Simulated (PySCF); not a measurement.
Ge(F)3(Br), BrF3Ge, SMILES [F][Ge]([F])([F])[Br], singlet at its CAM-B3LYP/def2-SVP optimised geometry (Å):

```
5

F     -1.1022     0.8137     0.0000
Ge    -0.6005    -0.8137     0.0000
F      1.1022    -0.8137     0.0000
F     -1.0986    -1.4891    -1.4818
Br    -1.4298    -1.9399     1.7504
```

Level of theory: PySCF with CAM-B3LYP/def2-TZVP. Cells within 0.4 Å of a nucleus heavier than hydrogen are left out (blank, or x).

Map of the electrostatic potential (hartree/e), clipped to [-0.08, 0.12] on the plane z = 0.0 Å:

```
|11111000000000111111111111111|
|11110000000000001111111111111|
|11100000000000001111111111111|
|11000000000000000111111111111|
|11000000000000000111111111111|
|11000000000000000111111111111|
|10000000000000000111111111111|
|11000000244200000111111111111|
|11000003999941011111111111111|
|11000029999994211111110000011|
|111001499xxx98432211100000001|
|111111699xxx99754321000000000|
|111122699xx999996421000000000|
|22223469999999999642100000000|
|22234699999999999999510000000|
|22345899999999999999961000000|
|23346999999xx99999xx993000000|
|23457999999xxx999xxx995000000|
|23357999999xxx999xxx994000000|
|23346999999999999999992000000|
|22345899999999999999930000000|
|22335699999999999975200000000|
|22234579999999999632100000000|
|22233457999999997431100000001|
|22223345678999875422110000111|
|12222334456666654322111111111|
|11222223344444443322111111111|
|11122222233333333222111111111|
|11112222222233322222111111111|
```
Scale: ten equal steps from -0.021 (start of '0') to 0.120 (end of '9'), in the order '0123456789'; x runs from -3.50 to 3.50, y from -3.50 (bottom) to 3.50 (top).
